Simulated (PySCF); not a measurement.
Gas-phase reaction: GaOH + 2 H₂O → Ga(OH)₃ + 2 H

Method: PySCF energies (xtb for GFN2) plus ideal-gas RRHO corrections (1 bar). † marks an energy on the PBE0/def2-TZVP geometry and frequencies; other levels use their own. MP2 freezes the core. Open shells (unrestricted): H (multiplicity 2); the rest are closed-shell singlets. GFN2 has no spin-polarisation term. Ga: all electrons, no relativistic terms. GaOH, Ga(OH)₃: computed as isolated molecules; such fragments, hydroxides, amides, oligomers or adducts are transient or little studied in the gas. MP2 isn't extrapolated to the basis-set limit. Warning, point group unlike the PBE0 one: GaOH (GFN2-xTB).

```tsv
level	ΔH°(298 K), kJ
GFN2-xTB	440
HF/def2-TZVP†	?
MP2/def2-TZVPP†	267
PBE/def2-TZVP†	314
PBE0/def2-SVP†	?
LDA/def2-TZVP†	318
ωB97M-V/def2-TZVP†	?
```

Task: Complete the blanks.

Result: 
- HF/def2-TZVP†, ΔH°(298 K), kJ: 220
- PBE0/def2-SVP†, ΔH°(298 K), kJ: 281
- ωB97M-V/def2-TZVP†, ΔH°(298 K), kJ: 320
